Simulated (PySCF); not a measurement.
`N#C[Si@@H]([SiH3])[Si@H]([SiH3])P`, CH₁₀NPSi₄

Geometry:
| atom | x (Å) | y (Å) | z (Å) |
| --- | --- | --- | --- |
| N1 | -1.686 | 2.867 | 1.063 |
| C2 | -1.480 | 1.739 | 1.100 |
| Si3 | -1.139 | -0.100 | 1.100 |
| Si4 | -2.691 | -1.104 | -0.317 |
| Si5 | 1.147 | -0.216 | 0.567 |
| Si6 | 2.196 | 1.594 | -0.491 |
| P7 | 1.324 | -2.156 | -0.570 |
| H8 | -1.378 | -0.398 | 2.526 |
| H9 | -2.050 | -2.244 | -0.979 |
| H10 | -3.879 | -1.594 | 0.383 |
| H11 | -3.134 | -0.169 | -1.352 |
| H12 | 1.869 | -0.571 | 1.809 |
| H13 | 3.595 | 1.750 | -0.083 |
| H14 | 1.482 | 2.828 | -0.178 |
| H15 | 2.198 | 1.417 | -1.948 |
| H16 | 2.664 | -2.005 | -0.851 |
| H17 | 0.956 | -1.625 | -1.790 |

Computed with TDDFT PBE0/def2-SVPD circular dichroism and optical rotation, one conformer, gas phase (PySCF 2.14.0). Geometry: GFN2-xTB.

The molecule is flexible and this is one conformer; a measurement averages over conformers.

(1) What are the CIP labels of the stereocentres?

(2) List the lowest 16 singlet excitations with oscillator and rotatory strengths.

## Answers

(1) Si3 S, Si5 S.

(2) Rotatory strengths R in 10⁻⁴⁰ esu² cm², velocity form and length form (origin at the centre of mass); f in length form.
| state | E (eV) | λ (nm) | f | R (velocity) | R (length) | main |
| --- | --- | --- | --- | --- | --- | --- |
| 1 | 5.12 | 242 | 0.012 | +10.8 | +9.6 | HOMO→LUMO 0.93 |
| 2 | 5.24 | 236 | 0.027 | -33.9 | -32.8 | HOMO→LUMO+1 0.93 |
| 3 | 5.77 | 215 | 0.016 | -24.4 | -24.3 | HOMO−1→LUMO 0.72, HOMO→LUMO+2 0.17 |
| 4 | 5.80 | 214 | 0.037 | -9.0 | -9.4 | HOMO→LUMO+2 0.77, HOMO−1→LUMO 0.18 |
| 5 | 6.06 | 204 | 0.124 | +4.3 | +3.7 | HOMO−1→LUMO+1 0.74 |
| 6 | 6.26 | 198 | 0.024 | +1.4 | +1.5 | HOMO→LUMO+3 0.67, HOMO→LUMO+5 0.14 |
| 7 | 6.38 | 194 | 0.013 | -20.1 | -19.2 | HOMO−2→LUMO 0.55, HOMO→LUMO+5 0.15 |
| 8 | 6.40 | 194 | 0.009 | +54.9 | +54.9 | HOMO→LUMO+5 0.42, HOMO−2→LUMO 0.24 |
| 9 | 6.54 | 190 | 0.167 | +39.8 | +38.9 | HOMO−2→LUMO+1 0.35, HOMO−1→LUMO+2 0.34 |
| 10 | 6.61 | 187 | 0.006 | -21.5 | -21.2 | HOMO−2→LUMO+1 0.43, HOMO−1→LUMO+2 0.24 |
| 11 | 6.69 | 185 | 0.186 | +28.1 | +27.4 | HOMO→LUMO+4 0.43, HOMO−1→LUMO+2 0.22 |
| 12 | 6.76 | 183 | 0.044 | +0.3 | -0.4 | HOMO→LUMO+6 0.56, HOMO→LUMO+5 0.20 |
| 13 | 6.84 | 181 | 0.015 | -9.8 | -8.9 | HOMO−2→LUMO+2 0.50, HOMO−3→LUMO 0.09 |
| 14 | 6.96 | 178 | 0.034 | -44.0 | -41.3 | HOMO−3→LUMO 0.41, HOMO→LUMO+7 0.17 |
| 15 | 6.98 | 178 | 0.037 | +35.0 | +35.3 | HOMO→LUMO+7 0.33, HOMO→LUMO+8 0.17 |
| 16 | 7.01 | 177 | 0.048 | -15.8 | -15.4 | HOMO−3→LUMO+1 0.35, HOMO−3→LUMO 0.17 |

For state 12 the two forms differ in sign, so the sign of R isn't settled.

Among the states computed, the strongest CD band (largest |R|) is state 8. The largest dissymmetry factor in size, g = 4R/(D+G), with D and G the electric and magnetic dipole strengths, is +0.056 for state 8 (velocity form, f = 0.009), among bands with |R| over 0.5. The mirror image has the same energies and oscillator strengths and all R with the opposite sign.
